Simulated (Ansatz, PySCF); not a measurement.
Noncovalent pair: H2O (SMILES O) (first 3 atoms) with CH2O (SMILES C=O); geometry from B3LYP-D3(BJ)/def2-TZVP, rigid monomers moved along the line of their centres of mass till O1···C4 is 3.24 Å.
(charge 0, multiplicity 1):
```csv
atom,x (Å),y (Å),z (Å)
O,-0.1503,0.4376,-0.1146
H,0.4921,0.1685,-0.7793
H,-0.5236,-0.3821,0.2299
C,-0.0119,0.5195,3.1182
O,-0.4158,-0.6010,3.2789
H,1.0676,0.7595,3.1194
H,-0.6940,1.3750,2.9668
```

Monomers are frozen at their geometry in the pair; levels with a basis set take the counterpoise correction.

Frozen-core correlation. CBS: X⁻³ extrapolation of the correlation energy, Hartree–Fock from the larger set.

The values were computed with Ansatz (a quantum-chemistry and plane-wave program) with Gaussian orbitals; PySCF for the dispersion terms. Values without a source in brackets are computed.

The comparison value is -109.0 meV (CCSD(T)/CBS(aug-cc-pVDZ, aug-cc-pVTZ)). It is a level with limits of its own, not the exact answer.

**Question.** Order these levels by how close they come to the comparison value for the interaction energy, closest first: B3LYP/def2-TZVPPD, r2SCAN-D3(BJ)/def2-TZVPPD, r2SCAN/def2-TZVPPD. Give each level's value less the comparison value.

**Answer.** r2SCAN/def2-TZVPPD (-0.6 meV), r2SCAN-D3(BJ)/def2-TZVPPD (-9.1 meV), B3LYP/def2-TZVPPD (30.7 meV)
